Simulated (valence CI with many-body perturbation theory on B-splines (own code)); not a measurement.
# Pr²⁰⁺: magnetic and hyperfine properties of the levels

Calculated by valence CI with perturbative core correlation (CI+MBPT): three valence electrons over a frozen Dirac-Fock core [Kr], a basis of 7 s, 7 p, 8 d, 6 f, 4 g, 1 h functions for each j, with the one-electron correlation potential Σ1 (screened to all orders), the two-electron term Σ2, the three-electron term Σ3, Breit, model QED; selected single and double excitations, second order for the rest, scaled by the run's own slope (own B-spline code, finite nucleus).

No measured levels were compared; by estimate terms of the open shell hold to 2 to 4 % of their energy, and close levels can change places. The list stops below the first excitations out of the core.

A/g_I is the dipole constant over the nuclear g factor μ/I (μ in nuclear magnetons, uniformly magnetised nucleus), B/Q the quadrupole constant per barn. Both hold the static response of the core; the bare values leave it out. Large factors of s and p1/2 electrons are usually good to 5 to 10 %; those of open d and f shells near neutrality can be off by tens of per cent, and small factors of p3/2, d and f electrons come from cancelling terms and can be off by a factor of two or in sign, in half-filled shells by more. B is blank for J = 1/2, where it vanishes, and for nearly pure S terms. Energies count from the lowest level.

Names give the largest LS component (configuration and term), which can be under half, so a name can repeat, a term be missing and a line seem to break the LS rules; names also repeat where a configuration has a term twice. Letters in brackets count levels of one name in rising energy.

```tsv
Level	E (cm⁻¹)	g	A/g_I (MHz)	A/g_I bare	B/Q (MHz/b)	B/Q bare
4d³ ⁴F_3/2	0.0	0.538	9340	8620	-3750	-3570
4d³ ⁴F_5/2	24162	1.040	5020	4940	-2410	-2300
4d³ ⁴F_7/2	39224	1.150	4650	4710	-735	-714
4d³ ⁴P_3/2	42130	1.343	3730	4030	-2650	-2520
4d³ ²G_9/2 [a]	45856	1.142	5120	5170	2980	2800
4d³ ⁴P_1/2	49395	2.048	-5210	-3970		
4d³ ²G_7/2	71558	0.992	5030	4900	1990	1890
4d³ ⁴P_5/2	74570	1.524	1250	1800	5450	5160
4d³ ²H_9/2	75343	1.110	4430	4440	3780	3580
4d³ ²D_3/2 [a]	86245	1.167	4560	4640	-5480	-5200
4d³ ²P_1/2	91124	1.285	-1060	-779		
4d³ ²H_11/2	95831	1.089	4810	4800	11800	11200
4d³ ²D_5/2 [a]	103430	1.194	3880	4000	348	325
4d³ ²F_5/2	111010	0.960	4370	4210	5600	5320
4d³ ²F_7/2	115790	1.123	4800	4820	2820	2690
4d³ ²G_9/2 [b]	117560	1.097	3780	3790	2920	2780
4d³ ²P_3/2	127630	1.187	4290	4400	1490	1410
4d³ ²D_3/2 [b]	165800	0.822	7520	7150	6330	6010
4d³ ²D_5/2 [b]	173510	1.161	3590	3680	3250	3090
```

Problem. Take the isotope of mass number 141, with I = 5/2, μ = 4.266 μN and Q = -0.0589 b. What is the hyperfine structure of 4d³ ⁴F_3/2?

Solution. From the table A = 15900 MHz, B = 221 MHz. Shifts from the centre of gravity in MHz: F = 1: -83300, F = 2: -51700, F = 3: -4100, F = 4: 59700.
